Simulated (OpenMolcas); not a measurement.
An OpenMolcas run meant for Xe VI (ANO-RCC-VDZP, DKH3; inactive shells 1s 2s 2p 3s 3p 3d 4s 4p 4d; intended active space 3 electrons in 4 orbitals (5s 5p)). One step of its input:

```
&RASSCF
FileOrb=start.orb
Symmetry=2
Spin=4
nActEl=3 0 0
Inactive=14 9
Ras2=1 3
CIRoot=6 6 1
SDav=1
CIMx=300
Iter=51 100
PrWF=0.3
OrbListing=Nothing
MaxOrb=0
Atom
CIOnly
>>> COPY $Project.JobIph JOB001
```

Lines from the output:

```
...
      Number of secondary orbitals              16
      Spin quantum number                      1.5
      State symmetry                             2
Orbital specifications:
      -----------------------

      Symmetry species                           1   2
                                                ag  au
      Frozen orbitals                            0   0
      Inactive orbitals                         14   9
      Active orbitals                            1   3
      RAS1 orbitals                              0   0
      RAS2 orbitals                              1   3
      RAS3 orbitals                              0   0
      Secondary orbitals                         6  10
      Deleted orbitals                           0   0
      Number of basis functions                 21  22
      Number of CSFs                             1
      Number of root(s) required                 6
 ************ ERROR ***********
  You can't ask for more roots
  than there are configurations
 ******************************
--- Stop Module: rasscf at  /rc=_RC_INPUT_ERROR_ ---
.####################.
.# User input error #.
.####################.
```

Question: What is wrong with the input?

Answer: CIRoot asks for more roots than the active space has configuration state functions.
